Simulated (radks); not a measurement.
Numerical settings for the nitrogen ion N3+, [He] 2s2. Calculated with a radial shooting solver on a logarithmic mesh with Libxc functionals: Dirac Kohn-Sham, PBE, spin-unpolarised, spherical densities, point nucleus. The defaults (mesh step 0.008 in ln r, mesh end at 40 bohr or more with all orbitals vanishing there, Anderson mixing 0.5 over 9 steps, residual threshold near 1e-9 with the energy settled to 1e-9 hartree or 1e-11 of itself, here a cap of 95 iterations) give E = -51.1630 hartree and 2s1/2 at -68.124 eV in 13 iterations. Run on one thread of a shared host, so times are rough (Arm Neoverse V2): 0.03 s of CPU time, 0.03 s wall, 13 iterations on 2476 mesh points. Changes against that run (0 stands for a change within the tolerance of the run):

setting                    iterations  converged  E (mhartree)  e(2s1/2) (meV)  CPU (s)
mesh step in ln r 0.003            13        yes             0               0     0.06
mesh step in ln r 0.05             13        yes     -0.000101               0     0.01
mesh step in ln r 0.08             95         no         +91.2       -3.62e+04     0.06
mesh end (bohr) 5                  13        yes        +0.011          +0.615     0.02
mesh end (bohr) 20                 13        yes             0               0     0.02
residual threshold 0.001            7        yes             0               0     0.02
residual threshold 1e-16           95         no             0               0     0.14
mixing 0.01                        17        yes             0               0     0.03
linear mixing, mixing 0.5          31        yes             0               0     0.05
linear mixing, mixing 0.8          15        yes             0               0     0.02
mixing history 2                   19        yes             0               0     0.03
iteration cap 3                     3         no       +0.0324            -171     0.01

No run marked as converged misses the energy by more than 1 mhartree. A mesh that ends early acts as a hard wall.
